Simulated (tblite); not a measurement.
Species: C₄H₈N₂Si₂.
SMILES with atom numbers: `[CH3:1][SiH2:2][C:3]([SiH3:4])([C:5]#[N:6])[C:7]#[N:8]` (hydrogens: H9, H10, H11 on C1; H12, H13 on Si2; H14, H15, H16 on Si4)

Cartesian coordinates in Å at the GFN2-xTB level; atoms count from 1:
```
atom  x, y, z in Å
C1     2.0814    0.0013    0.7728
Si2    0.9030   -1.0440   -0.2743
C3    -0.8685   -0.2660   -0.0944
Si4   -1.0226    1.5643   -0.7016
C5    -1.2344   -0.3070    1.2816
N6    -1.4915   -0.3151    2.3979
C7    -1.7723   -1.0583   -0.8585
N8    -2.4841   -1.6847   -1.5009
H9     2.2155    0.9974    0.3593
H10    1.7120    0.1094    1.7897
H11    3.0593   -0.4664    0.8252
H12    1.2227   -1.0000   -1.7039
H13    0.8213   -2.4254    0.2050
H14   -0.2094    2.3731    0.2036
H15   -2.4308    1.9437   -0.6433
H16   -0.5091    1.5865   -2.0694
```

Computed values, GFN2-xTB/tblite, gas phase, harmonic and unscaled. Against measured fundamentals such values can be off by several per cent, at times by over 20. Modes of hydrogen on silicon can be 10 to 20 % off. One conformer, not necessarily the lowest.

Harmonic wavenumbers (cm⁻¹): 45.9, 95.6, 107.5, 116.8, 125.5, 135.7, 153.1, 162.7, 201.0, 409.6, 424.4, 445.7, 454.5, 464.9, 534.9, 554.6, 563.7, 577.8, 674.3, 755.0, 759.7, 769.0, 780.0, 785.6, 818.5, 825.4, 841.1, 1010.1, 1156.9, 1370.1, 1469.7, 1476.7, 2259.3, 2278.0, 2301.8, 2303.6, 2319.6, 2370.3, 2383.5, 3030.2, 3030.8, 3053.0.

A = 1531, B = 1134, C = 1101 MHz; mass 140.023 u (most abundant isotopes); point group C1, symmetry number 1.

Task: Zero-point energy?

Result: ½Σν̃ = 22198 cm⁻¹ = 265.55 kJ/mol.

Task: Entropy at 200 K, 1 bar (ideal gas, RRHO, classical rotation)?

Result: Translation 162.19, rotation 118.49, vibration 102.12: S = 382.8 J/(mol K).

Task: And Cp and H(200 K) − H(0)?

Result: Cp = 141.36 J/(mol K), of which vibrations give 108.10 (their classical limit is 42 R = 349.2); H(200 K) − H(0) = 17.90 kJ/mol without the zero-point energy, 11.25 from vibrations.

Task: What must be added to the electronic energy to get the Gibbs energy at 200 K and 1 bar?

Result: ZPE + [H(200 K) − H(0)] − T·S = 265.55 + 17.90 − 76.56 = 206.89 kJ/mol.

Task: How do the functions run with temperature in this model?

Result: 
```
T (K)  S (J/(mol K))  Cp (J/(mol K))  H − H(0) (kJ/mol)  G − H(0) (kJ/mol)  ln q(vib)
  100          303.3            93.6               6.17             -24.17       2.08
  300          448.5           183.7              34.25            -100.30       8.83
  500          556.6           239.1              77.05            -201.26      14.99
  800          680.5           287.8             156.70            -387.71      22.98
 1000          747.2           309.3             216.52            -530.64      27.63
```

q(vib) and H(0) count from the zero-point level.

Task: Blend soft modes into free rotors: weight 1/[1 + (100 cm⁻¹/ν̃)⁴] for the oscillator and the rest for a rotor with moment μB/(μ + B), μ = h/(8π²ν), B = 10⁻⁴⁴ kg m². What vibrational entropy results?

Result: 97.56 J/(mol K) in place of 102.12, which changes −T·S at 200 K by +0.91 kJ/mol.

Task: Which modes carry the vibrational entropy at 200 K?

Result: 45.9 cm⁻¹: 17.57; 95.6 cm⁻¹: 11.59; 107.5 cm⁻¹: 10.66; 116.8 cm⁻¹: 10.00; 125.5 cm⁻¹: 9.44; 135.7 cm⁻¹: 8.84 J/(mol K); the other 36 give 34.03 together.

Hindered rotation and anharmonicity are outside this model. Other conformers, if any are populated, would add a mixing term that is left out. The structure is chiral; the term R ln 2 for an equal mix with its mirror image is left out.
